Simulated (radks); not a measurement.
The numbers below are computed, except where a source is named.
Question: These are the eigenvalues of the occupied orbitals of an atom or ion with whole-number occupations (hartree). Level of theory: scalar-relativistic Kohn-Sham, r2SCAN, spin-polarised, spherical densities, finite nucleus; meta-GGA in the generalised Kohn-Sham scheme; Fermi nuclear charge, rms radius of each element as measured or else 0.836 A^(1/3) + 0.57 fm (a radial shooting solver on a logarithmic mesh with Libxc functionals).

| orbital | eigenvalue |
|---|---|
| 1s up | -218.0123 |
| 1s down | -218.0110 |
| 2s up | -25.96451 |
| 2s down | -25.90010 |
| 2p up | -21.94446 |
| 2p down | -21.89369 |
| 3s up | -3.95131 |
| 3s down | -3.78605 |
| 3p up | -2.84213 |
| 3p down | -2.67691 |
| 3d up | -1.14376 |
| 4p up | -0.59759 |

Which element is it, and in what charge state? The configuration may be excited. Open shells, if any, are filled with parallel spins first.

Answer: Z = 24, chromium, charge +2: Cr2+ in [Ar] 3d3 4p1. The list shows which subshells hold electrons but not how many an open one holds; the 1s level, -218.01 hartree, gives Z - s = 20.9 by -(Z - s)^2/2, which with screening and relativity narrows Z to a few neighbours, and the depths of the outer levels then fix element, charge and occupations together.
